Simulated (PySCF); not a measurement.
Species: C7H14P (charge +1).
SMILES with atom numbers: `[CH2:1]=[CH:2][P@@H+:3]1[CH2:4][C@@H:5]([CH3:6])[C@H:7]1[CH3:8]`

Definitions: NICS(0) = −σiso at the ring centroid; NICS(1) = −σiso and NICS(1)zz = −σzz at ±1 Å along the ring normal z. Level: GIAO PBE0/pcSseg-1 (PySCF, non-relativistic, gas phase) on the GFN2-xTB geometry, one conformer.

Ring bond lengths (Å), with Mayer bond orders in brackets: P3–C4 1.823 (1.00), C4–C5 1.556 (0.96), C5–C7 1.563 (0.92), C7–P3 1.842 (0.94).

What do the NICS probes read (ppm)?

```csv
ring,type,NICS(0),"NICS(1), two faces","NICS(1)zz, two faces",rms pucker (Å),"centre to ring atoms, mean (Å)"
P3–C4–C5–C7,4-membered ring with P; formal bonds all single,-2.9,-1.2 / -1.8,4.1 / 2.5,0.13,1.19
```

What do they say, and how far can they be read as aromaticity?

- P3–C4–C5–C7: mean NICS(1)zz 3.3 ppm, deshielded. P3, C4, C5, C7 have four or more neighbours, and the NICS criterion for π rings isn't applied.

At the second NICS(1) probe listed for ring P3–C4–C5–C7, 1 Å off the ring, what do the in-plane components average?

The isotropic value is a third of the trace: (3 × -1.8 − (2.5))/2 = -4.0 ppm.

Give the inner angles of the rings and the Hirshfeld charges of the ring atoms.

- P3–C4–C5–C7: P3 78.7° (+0.455 e), C4 89.9° (-0.078 e), C5 96.4° (-0.005 e), C7 89.0° (-0.029 e); sum 354.1° against 360° for a flat convex ring.

What are the shieldings of the ring atoms and their hydrogens in the same run (means over atoms taken as equivalent)?

```
  atoms                     environment  σ isotropic (ppm)  principal values of the symmetric part, first atom (ppm)
     P3          phosphonium phosphorus              302.6                                       254.8, 315.0, 337.9
     C4  sp3 carbon bound to phosphorus              154.5                                       127.6, 153.5, 182.4
     C5       four-membered-ring carbon              150.8                                       139.9, 144.8, 167.7
     C7  sp3 carbon bound to phosphorus              137.6                                       102.7, 148.2, 161.9
H on P3                    P–H hydrogen              25.46                                          21.8, 25.6, 29.0
H on C4              methylene hydrogen              29.07                                          25.0, 26.6, 35.6
H on C4              methylene hydrogen              28.23                                          24.8, 26.0, 33.9
H on C5                methine hydrogen              28.60                                          23.9, 27.0, 34.9
H on C7                methine hydrogen              27.74                                          24.9, 27.4, 30.9
```

Shape of the structure used: `[CH2:1]=[CH:2][P@@H+:3]1[CH2:4][C@@H:5]([CH3:6])[C@H:7]1[CH3:8]`: C1–C2–P3–C4 -137°.
